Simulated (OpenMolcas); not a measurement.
Ru+.

```
Program             : OpenMolcas
Basis               : ANO-RCC-VTZP [7s6p4d2f1g]
Scalar Hamiltonian  : DKH2, point nucleus
Active space        : 7 electrons in 6 orbitals (4d 5s)
State averaging     : 2S+1 = 4 even, 50 roots; 2S+1 = 6 even, 6 roots kept (CI in the orbitals of an earlier block); 2S+1 = 2 even, 105 roots kept (CI in the orbitals of an earlier block)
Spin-orbit coupling : state interaction with AMFI integrals over the reference wave functions, term energies averaged over their components
```

Two sets of levels on these reference wave functions, in eV above 4d⁷ ⁴F_9/2: one from CASSCF and one from MS-CASPT2, IPEA 0.25 Eh, imaginary shift 0.1 Eh (closed shells correlated: 4s 4p).

| Level | Set 1 | Set 2 |
| --- | --- | --- |
| 4d⁶ 5s ⁶D_9/2 [62 %] | -0.0598 | 0.770 |
| 4d⁷ ⁴F_9/2 [61 %] | 0.0000 | 0.0000 |
| 4d⁶ 5s ⁶D_7/2 | 0.0768 | 0.888 |
| 4d⁶ 5s ⁶D_5/2 | 0.1617 | 0.980 |
| 4d⁷ ⁴F_7/2 | 0.1783 | 0.2025 |
| 4d⁶ 5s ⁶D_3/2 | 0.2184 | 1.038 |
| 4d⁷ ⁴F_5/2 | 0.307 | 0.333 |
| 4d⁷ ⁴F_3/2 | 0.392 | 0.415 |
| 4d⁷ ⁴P_5/2 | 1.321 | 0.905 |
| 4d⁷ ⁴P_3/2 | 1.399 | 0.942 |
| 4d⁶ 5s ⁴D_7/2(1) | 1.650 | 1.974 |
| 4d⁷ ²G_9/2 | 1.655 | 1.393 |
| 4d⁶ 5s ⁴D_5/2(1) | 1.792 | 2.120 |
| 4d⁷ ²G_7/2 | 1.834 | 1.572 |
| 4d⁶ 5s ⁴D_3/2(1) | 1.853 | 2.220 |
| 4d⁶ 5s ⁴D_1/2(1) | 1.913 | 2.278 |

Q: Which set is which?

A: Set 2 is MS-CASPT2. Its levels of the other terms of 4d⁷ lie at 0.67 to 0.86 of the other set's values, as expected, since terms of lower spin or lower L gain more correlation energy than the Hund ground term. Against 9 measured levels (NIST Handbook of Basic Atomic Spectroscopic Data) the mean absolute deviation is 1600 cm-1 with it and 4800 cm-1 without; single levels miss by up to 3000 cm-1 with it.

Term energies are means over components that CASPT2 splits; among the terms shown or strongly mixed into the levels shown the widest spread is 1600 cm-1 (4d⁷ ⁴F, MS-CASPT2). Over all roots computed the reference weight is 0.86 to 0.91 in MS-CASPT2; the roots of lowest weight are the least certain, and an intruder state may touch them. Terms from blocks run as CI alone lack orbitals of their own. Configurations are named by rounded mean occupations; where the s occupation lies near a half they are strongly mixed, a name can repeat and a true partner stay unpaired. A single d shell beside an s shell can misplace configurations of different d count against each other. Without dynamic correlation excited terms often stand tens of per cent too high (terms of higher spin than the ground term too low), and those without a measured partner can miss by more than the paired ones (holds for CASSCF). The lowest computed level is not the ground level that NIST lists (4F9/2) (holds for CASSCF). Blocks of more than 70 roots (2S+1 = 2 even) ran without multistate coupling (holds for MS-CASPT2). Some levels mix across a computed gap that differs much from the measured one, so their mixing is not that of the real levels (holds for MS-CASPT2). Measured partners are found by configuration, term and J. A level has none where our copy of the source lacks it or the pairing is in doubt (some pairs that miss far off the trend of their configuration count as doubtful), and it then counts in no deviation. Only configurations of the active space appear. The table leaves out levels that lie high or whose names do not pair safely across all columns.

A share in square brackets marks a mixed level and gives the weight of the term that names it, the lowest over the columns. A number in round brackets counts repeated terms of one configuration in the order of the reference energies.
